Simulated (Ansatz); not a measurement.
Basis-set extrapolation for C2H8S2Si, SMILES `CS[SiH](C)S` (PBE0-D4/def2-TZVP geometry, frozen core, the Gaussian-basis code of Ansatz). Multiplicity 1, RHF reference.

|  | def2-TZVPP | def2-QZVPP |
| --- | --- | --- |
| HF | -1164.528365 | -1164.563576 |
| MP2 correlation | -0.835911 | -0.900202 |
| CCSD(T) correlation | -0.944535 | not run |

Energies in hartree. Use E(X) = E(∞) + A·exp(−7.88·√X) for Hartree–Fock and E(X) = E(∞) + B·X^(−2.97) for correlation, with X = 3 and 4, and add CCSD(T) minus MP2 of the smaller set to the MP2 limit.

Question: What is the CCSD(T) energy at the basis-set limit?

Answer: HF limit: -1164.563576 + (-0.035211) × 0.13774 = -1164.56843. MP2 limit: -0.900202 + (-0.064291) × 0.74074 = -0.94782. Higher-order term: -0.944535 − (-0.835911) = -0.10862. Total: -1165.62487 hartree, 95.4 kcal/mol below CCSD(T)/def2-TZVPP.
